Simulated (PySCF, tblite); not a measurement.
Isomers of [C6H14P]+ (charge +1). Calculated harmonic vibrations of the isolated species, GFN2-xTB (tblite), most abundant isotopes, no scaling. The method is semi-empirical: single wavenumbers can be off by several per cent or more. Modes of hydrogen on phosphorus can be 10 to 20 % off. One conformer each.

Electronic energies: PBE0/pcSseg-1 single points on the GFN2-xTB geometries (PySCF, gas phase).

```csv
SMILES,"electronic energy, lowest = 0 (kcal/mol)"
C=CC[P@@H+](C)CC,13.0
CC[C@@H]1[PH2+][C@@H]1CC,42.5
CC[C@@H]1C[P@@H+]1CC,28.7
C[P+](C)(C)C1CC1,0.0
```

Question: How do GFN2-xTB zero-point energies change the relative energies?

Answer: 
```tsv
SMILES	ZPE (kcal/mol)	of it from modes above 1550 cm⁻¹	electronic (kcal/mol)	with ZPE, lowest = 0 (kcal/mol)	lowest mode (cm⁻¹)	rings
C[P+](C)(C)C1CC1	113.7	60.7	0.0	0.0	43	1
C=CC[P@@H+](C)CC	112.6	61.9	13.0	11.9	46	0
CC[C@@H]1C[P@@H+]1CC	114.3	59.5	28.7	29.3	52	1
CC[C@@H]1[PH2+][C@@H]1CC	113.2	58.4	42.5	42.0	69	1
```

The zero-point energies span 1.7 kcal/mol, from `C=CC[P@@H+](C)CC` to `CC[C@@H]1C[P@@H+]1CC`. The order is unchanged.

Question: And how do the electronic energies of GFN2-xTB itself compare?

Answer: `C[P+](C)(C)C1CC1` 0.0; `C=CC[P@@H+](C)CC` 14.3; `CC[C@@H]1C[P@@H+]1CC` 25.0; `CC[C@@H]1[PH2+][C@@H]1CC` 29.9 kcal/mol, lowest = 0. Against the energies above, taken from the same isomer `C[P+](C)(C)C1CC1`, the largest difference is 12.6 kcal/mol.

Question: What do entropy and thermal enthalpy add at 298.15 K and 1 bar (rigid rotor, harmonic oscillator, one conformer each)?

Answer: 
| SMILES | point group | symmetry number | S (cal/(mol K)) | H − H(0) (kcal/mol) | ZPE + H − H(0) − TS (kcal/mol) |
| --- | --- | --- | --- | --- | --- |
| C[P+](C)(C)C1CC1 | C1 | 1 | 98.0 | 7.13 | 91.6 |
| C=CC[P@@H+](C)CC | C1 | 1 | 102.3 | 7.37 | 89.5 |
| CC[C@@H]1C[P@@H+]1CC | C1 | 1 | 97.3 | 6.85 | 92.2 |
| CC[C@@H]1[PH2+][C@@H]1CC | C1 | 1 | 97.8 | 7.05 | 91.0 |
